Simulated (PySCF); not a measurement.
Excitations are Tamm–Dancoff values on a coarser integration grid. The basis has no diffuse functions, so Rydberg states are missing or too high.

Z-matrix (Å, degrees):
```
C
C 1 1.4207
H 2 1.1024 1 118.66
C 2 1.4039 3 119.48 1 -179.99
C 1 1.4228 2 123.43 3 -0.01
C 5 1.3838 1 118.93 2 -179.97
H 6 1.1003 5 120.96 1 179.99
H 5 1.1019 6 121.61 7 0.00
C 6 1.4372 7 118.89 5 -180.00
N 9 1.3494 6 121.71 7 180.00
C 10 1.3579 9 118.97 6 0.02
C 11 1.4315 10 118.47 9 179.99
C 12 1.3812 11 120.49 10 -179.98
H 12 1.0997 13 122.56 4 -180.00
H 13 1.1012 12 119.91 14 -0.01
B 4 1.5461 2 120.28 3 0.02
H 16 1.2173 4 120.45 2 179.98
H 16 1.2175 17 119.67 4 179.99
B 9 1.5612 10 117.22 11 -179.97
H 19 1.2125 9 119.85 10 -0.12
H 19 1.2179 20 120.56 9 -180.00
```
Charge 0, spin multiplicity 1.

Estimate the S1 excitation (TDA), dipole moment and HOMO that PySCF with PBE-D3(BJ)/def2-TZVP // PBE-D3(BJ)/def2-SVP returns for this input.


```
Quantity                Value
-------------------  --------
S1 excitation (TDA)   2.28 eV
dipole moment          1.86 D
HOMO                 -6.09 eV
```
